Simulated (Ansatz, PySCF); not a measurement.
System: CH3Be, net charge 1, singlet state. It need not be the lowest isomer of its formula. SMILES: [CH3][Be+]
Geometry: optimised at B3LYP-D3(BJ)/def2-TZVP (Ansatz, a program for electronic structure).

Quantity: vertical ionisation energy (to the doublet state of charge +2; each state is the SCF solution reached for its spin; the molecule has degenerate orbitals, so one determinant may break the symmetry), in eV. Valence correlation only, unless marked. Open shells are spin-unrestricted. Spin-orbit coupling is left out. No relativistic terms. CBS marks a two-point X^-3 extrapolation of the correlation energy; Hartree-Fock from the larger set.

CCSD(T)/CBS(def2-TZVPPD,def2-QZVPPD) (Ansatz) gives 18.19 eV.

Problem. Another calculation gave 18.17 eV. Which level was it?
A) M06-2X/def2-TZVPD (PySCF)
B) wB97X-V/def2-TZVPD (Ansatz)
C) BHLYP/def2-TZVPD (Ansatz)

Solution. B, wB97X-V/def2-TZVPD (Ansatz). The others give 18.29 (M06-2X), 18.04 (BHLYP) eV.
